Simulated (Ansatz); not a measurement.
C$_{3}$H$_{10}$O$_{4}$Ti (`C[O][Ti]([OH])([O]C)[O]C`). The species carries charge 0 and has multiplicity 1. Correlated methods include outer-core shells of Ti, which these sets cover unevenly. Scalar relativity is left out up to krypton.

```xyz
18

C     0.729   -2.033    1.660
O    -0.220   -1.156    1.146
Ti   -0.603   -0.050   -0.205
O    -2.092   -0.618   -1.072
O     0.770   -0.071   -1.346
C     1.206   -0.281   -2.650
O    -0.856    1.602    0.425
C    -0.770    2.461    1.516
H     0.338   -3.056    1.659
H     1.652   -2.013    1.068
H     0.974   -1.760    2.692
H    -2.876   -0.121   -1.308
H     1.511    0.667   -3.106
H     0.415   -0.725   -3.266
H     2.068   -0.956   -2.654
H    -1.673    3.078    1.577
H    -0.668    1.904    2.454
H     0.094    3.127    1.410
```

Question: Give the diagnostics of a CCSD(T)/def2-TZVPP run (frozen core, Ansatz 0.2.0). (Estimate.)

Answer: Computed: T1 = 0.0218, largest single amplitude 0.046, largest double 0.019, (T) share of the correlation energy 4.4 %, 13 CCSD cycles. The RHF solution is stable towards an unrestricted one. T1 lies over the customary mark of 0.02 for closed shells; compounds of d metals often pass it without a breakdown.
